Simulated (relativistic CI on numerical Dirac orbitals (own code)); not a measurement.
## Inner-shell lines of Ir55+

Computed by Dirac-Coulomb-Breit CI, KLI orbitals optimised for each configuration, QED by a radiative potential, valence Slater integrals scaled by 0.9 (own radial code, finite nucleus).

Configuration list (outside the closed core 1s2 2s2 3s2 3p6): 2p6 3d4, 2p5 3d5, 2p5 3d4 4s. Levels of other configurations are missing.

The table holds the strongest lines. The upper levels have an inner-shell vacancy. Auger decay, open to those above the ionisation limit, is not computed, and radiative decays to configurations outside the model are missing too. Absolute energies can be off by a few tenths of a per cent, and at this charge the scaling can make term splittings too narrow, so close lines can change order. LS names give the leading component, which can be well under half, for lower levels too. Brackets number the levels in order of energy.

| λ (Å) | Upper | Lower | A (s⁻¹) | gA (s⁻¹) |
| --- | --- | --- | --- | --- |
| 1.30811 | 2p5 3d5 3H°_6 [147] | 2p6 3d4 3H_6 [22] | 1.45e+15 | 1.88e+16 |
| 1.30752 | 2p5 3d5 1G°_4 [163] | 2p6 3d4 1G_4 [29] | 1.57e+15 | 1.41e+16 |
| 1.3075 | 2p5 3d5 3G°_5 [150] | 2p6 3d4 3G_5 [23] | 1.38e+15 | 1.52e+16 |
| 1.3068 | 2p5 3d5 3H°_5 [110] | 2p6 3d4 3H_5 [10] | 2.03e+15 | 2.24e+16 |
| 1.30679 | 2p5 3d5 1I°_6 [112] | 2p6 3d4 1I_6 [11] | 1.89e+15 | 2.46e+16 |
| 1.30679 | 2p5 3d5 3F°_4 [131] | 2p6 3d4 3F_4 [17] | 2.08e+15 | 1.87e+16 |
| 1.3066 | 2p5 3d5 3F°_3 [165] | 2p6 3d4 3F_3 [28] | 1.93e+15 | 1.35e+16 |
| 1.30608 | 2p5 3d5 1F°_3 [167] | 2p6 3d4 1G_4 [29] | 2.15e+15 | 1.50e+16 |
| 1.30605 | 2p5 3d5 1G°_4 [68] | 2p6 3d4 3F_4 [3] | 2.63e+15 | 2.36e+16 |
| 1.30557 | 2p5 3d5 3G°_4 [118] | 2p6 3d4 3H_5 [10] | 2.13e+15 | 1.92e+16 |
| 1.30547 | 2p5 3d5 3D°_3 [173] | 2p6 3d4 3F_4 [32] | 2.71e+15 | 1.90e+16 |
| 1.30528 | 2p5 3d5 3F°_4 [158] | 2p6 3d4 3G_5 [23] | 2.35e+15 | 2.12e+16 |
| 1.30499 | 2p5 3d5 3G°_5 [123] | 2p6 3d4 1I_6 [11] | 1.64e+15 | 1.80e+16 |
| 1.30478 | 2p5 3d5 3G°_5 [160] | 2p6 3d4 3H_6 [22] | 2.80e+15 | 3.08e+16 |
| 1.30442 | 2p5 3d5 3D°_3 [157] | 2p6 3d4 5D_4 [20] | 1.98e+15 | 1.39e+16 |
| 1.12498 | 2p5 3d5 3H°_6 [213] | 2p6 3d4 3H_6 [22] | 1.79e+15 | 2.33e+16 |
| 1.12497 | 2p5 3d5 3F°_4 [224] | 2p6 3d4 1G_4 [29] | 1.60e+15 | 1.44e+16 |
| 1.12481 | 2p5 3d5 3G°_5 [239] | 2p6 3d4 3F_4 [32] | 1.51e+15 | 1.66e+16 |
| 1.12458 | 2p5 3d5 3G°_5 [188] | 2p6 3d4 1I_6 [11] | 1.82e+15 | 2.00e+16 |
| 1.12435 | 2p5 3d5 3F°_4 [241] | 2p6 3d4 3F_4 [32] | 1.52e+15 | 1.37e+16 |
